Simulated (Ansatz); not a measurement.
Ansatz results at the PBE0-D4/def2-TZVP geometry: ideal-gas entropy at 298 K and 1 bar (rigid rotor, harmonic PBE0-D4/def2-TZVP) 366 J/(mol·K); size of the dipole moment (B3LYP/def2-TZVPP) 4.97 D; LUMO energy (PBE/def2-TZVPP) -1.28 eV.

Each molecule was computed in one conformer, which needn't be the lowest.

(1) Which molecule gave them?
A. `N[SiH]1BN1`
B. `OC[SiH2]CCl`
C. `FC1SC1=[Se]`
D. `NB(O)[SiH](F)F`

Results:

(1) D. The others give `N[SiH]1BN1`: 302, 1.97, -1.17; `FC1SC1=[Se]`: 320, 2.01, -3.57; `OC[SiH2]CCl`: 357, 2.57, -1.04.

B3LYP here is the variant with VWN-RPA as its local correlation; programs differ in this.
